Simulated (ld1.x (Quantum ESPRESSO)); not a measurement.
# Before and after: TM potential for tellurium (Te)

```json
{
  "Element": "tellurium",
  "Generator": "ld1.x (Quantum ESPRESSO) 7.5",
  "Type": "norm-conserving Troullier–Martins (Kleinman–Bylander form)",
  "Functional": "PW91",
  "Relativity": "non-relativistic",
  "Frozen core": "[Kr] 4d10",
  "Valence charge": "6",
  "Reference configuration": "5s1 5p5",
  "Partial waves": "5s (bound): rc 1.45 bohr; 5p (bound): rc 1.80 bohr; 5d channel at 0.4 Ry: rc 1.50 bohr",
  "Local potential": "all-electron potential smoothed inside 1.25 bohr (lloc = -1)",
  "Core correction": "none"
}
```

Change: local potential all-electron potential smoothed inside 0.90 bohr (lloc = -1).

Cutoffs: the cutoffs (Ry, on a coarse ladder) from which the occupation-weighted sum of valence levels, in a spherical-Bessel basis at the reference potential, stays within 10 and 1 mRy of its value at 400 Ry; they do not see the model core or the augmentation charge, which bear on the density cutoff. Errors are all-electron minus pseudo energies relative to the spin-unpolarised reference configuration.

Problem. What does the change do?

Solution. The potential gets neither clearly harder nor softer (40 Ry and 110 Ry → 40 Ry and 110 Ry); both files keep a bound ghost (d, p, s); the number of tests that count goes from 7 to 3; of the 3 tests that both files solve, the error grows in 2 and shrinks in 0 by more than 15 % and 0.3 meV (median size 22.8 → 39.5 meV); the range in which the s phases agree narrows (upper end 3.8 → -0.8); the range in which the p phases agree narrows (upper end at the end of the scan → 1.5).

```tsv
quantity	base	changed
cutoff, loose	40 Ry	40 Ry
cutoff, tight	110 Ry	110 Ry
loose cutoff by channel (10 mRy a level)	s 35 Ry, p 10 Ry	s 35 Ry, p 25 Ry
bound ghosts	s, d, p	s, d, p
tests counted (converged, no solver errors)	7 of 7	3 of 7
error for 5s2 5p4, meV [ΔE -8.03 eV]	+23	+36
error for 5s2 5p4.3, meV [ΔE -9.54 eV]	+21	+39
error for 5s0 5p6, meV [ΔE 8.17 eV]	+58	+61
s: phases at 1.95 bohr within 0.05 rad from the reference energy up to (Ry; the scan ends near 5)	3.8	-0.8
p: phases at 1.95 bohr within 0.05 rad from the reference energy up to (Ry; the scan ends near 5)	to the end of the scan	1.5
d: phases at 1.95 bohr within 0.05 rad from the reference energy up to (Ry; the scan ends near 5)	0.9	1.5
```

Base: ld1.x printed “convergence not achieved” for 6 of the counted tests; their residual had stalled under 1e-8, short of the target of 1e-14. Changed file: Tests not counted: 5s2 5p3 (pseudo-atom not self-consistent, printed error +100 meV); 5s2 5p2 (solver errors, printed error -14.3 eV); 5s1 5p4 (pseudo-atom not self-consistent, printed error +158 meV); 5s2 5p1 (solver errors, printed error -27.4 eV). ld1.x printed “convergence not achieved” for 2 of the counted tests; their residual had stalled under 1e-8, short of the target of 1e-14. A true bound ghost makes a file unfit for plane-wave use even where its test errors are small: the radial tests pick states by their node count and pass the ghost by. Where a test does run into it, the solver fails or the error is huge.
